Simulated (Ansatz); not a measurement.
Consider the redistribution: `[OH][GaH2]` + `F[SiH2]C[SiH3]` → `[OH][GaH][CH2][SiH3]` + `F[SiH3]`.

Isolated molecules relaxed with PBE0-D4/def2-TZVP in Ansatz; ΔE leaves out vibrations. CBS: MP2 limit from def2 TZ/QZ plus the TZ coupled-cluster correction, frozen cores. This one scheme is used for every species. DFT in def2-TZVPP. B3LYP here is the variant with VWN-RPA as its local correlation; programs differ in this. For Ga outer-core shells are correlated without core-valence functions, which leaves a few kJ/mol of doubt a bond. Scalar relativity is left out up to krypton. One conformer a species, not always the lowest.

```csv
level,ΔE (kJ/mol)
PBE0-D4,12.0
B3LYP-D4,10.4
B2PLYP,8.5
PBE,11.6
HF/def2-TZVPP,11.8
CCSD/def2-TZVPP,6.6
CCSD(T)/def2-TZVPP,5.6
CCSD/CBS(def2),4.6
```

(1) What does CCSD(T)/CBS give? (An estimate is asked.)

Largest T1 diagnostic among the species: 0.015.

## Answers

(1) Ansatz gave: +3.7 kJ/mol. The listed levels differ from it by 8.3, 6.7, 4.8, 7.9, 8.1, 2.9, 1.9, 0.9 kJ/mol.

In def2-TZVPP, CCSD(T) changes the Hartree–Fock value by −6.2 kJ/mol (the triples alone add −0.9 kJ/mol) and MP2 by −8.1 kJ/mol.
